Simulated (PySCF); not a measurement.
C2H6AlF, charge +1, doublet, geometry from GFN2-xTB (such geometries of metal compounds can be far from the true shape) (a state made from the parent by changing its charge; the spin is typed, not shown lowest). Base run: CAMB3LYP/3-21G (PySCF).

PySCF was given this input:
```python
from pyscf import gto, scf, dft

mol = gto.Mole()
mol.atom = '''
    Al   -0.067417    0.043178   -0.064645
    C     1.854826   -0.187101   -0.676458
    H     2.105596   -1.249915   -0.638556
    H     2.501818    0.391608   -0.012752
    H     1.873977    0.200062   -1.702762
    C    -0.670872   -0.547591    1.781208
    H    -1.394086   -1.356043    1.630716
    H    -1.163713    0.320572    2.232726
    H     0.197162   -0.876264    2.355430
    F    -1.149785    0.712979   -1.072547
'''
mol.basis = '3-21g'
mol.charge = 1
mol.spin = 1
mol.verbose = 4
mol.build()

mf = dft.UKS(mol)
mf.xc = 'camb3lyp'
mf.kernel()
```

Each row names what was changed in the base input (with any setting that the change needs).

```json
[
 {"change": "base", "ΔE vs base (µEh)": "0.0", "SCF cycles": "12", "<S^2>": "0.768", "outcome": "converged"},
 {"change": "level_shift = 0.1 (with mf.max_cycle = 100)", "ΔE vs base (µEh)": "0.0", "SCF cycles": "14", "<S^2>": "0.768", "outcome": "converged"},
 {"change": "init_guess = 1e", "ΔE vs base (µEh)": "0.0", "SCF cycles": "24", "<S^2>": "0.768", "outcome": "converged"},
 {"change": "conv_tol = 1e-7", "ΔE vs base (µEh)": "0.0", "SCF cycles": "9", "<S^2>": "0.768", "outcome": "converged"},
 {"change": "init_guess = sap", "ΔE vs base (µEh)": "0.0", "SCF cycles": "25", "<S^2>": "0.768", "outcome": "converged"},
 {"change": "DIIS = ADIIS", "ΔE vs base (µEh)": "0.0", "SCF cycles": "18", "<S^2>": "0.768", "outcome": "converged"},
 {"change": "level_shift = 0.5 (with mf.max_cycle = 100)", "ΔE vs base (µEh)": "0.0", "SCF cycles": "22", "<S^2>": "0.768", "outcome": "converged"},
 {"change": "solver = newton; init_guess = 1e", "ΔE vs base (µEh)": "0.0", "SCF cycles": "-", "<S^2>": "0.768", "outcome": "converged"},
 {"change": "diis_space = 20", "ΔE vs base (µEh)": "0.0", "SCF cycles": "12", "<S^2>": "0.768", "outcome": "converged"},
 {"change": "diis_space = 2", "ΔE vs base (µEh)": "0.0", "SCF cycles": "17", "<S^2>": "0.768", "outcome": "converged"},
 {"change": "init_guess = huckel", "ΔE vs base (µEh)": "0.0", "SCF cycles": "14", "<S^2>": "0.768", "outcome": "converged"},
 {"change": "DIIS = EDIIS", "ΔE vs base (µEh)": "-", "SCF cycles": "50", "<S^2>": "-", "outcome": "not converged"},
 {"change": "conv_tol_grad = 1e-3", "ΔE vs base (µEh)": "0.0", "SCF cycles": "12", "<S^2>": "0.768", "outcome": "converged"}
]
```

Open shells are given as the SCF converged; they aren't shown to be the lowest states, and a large step between rows can be another state.
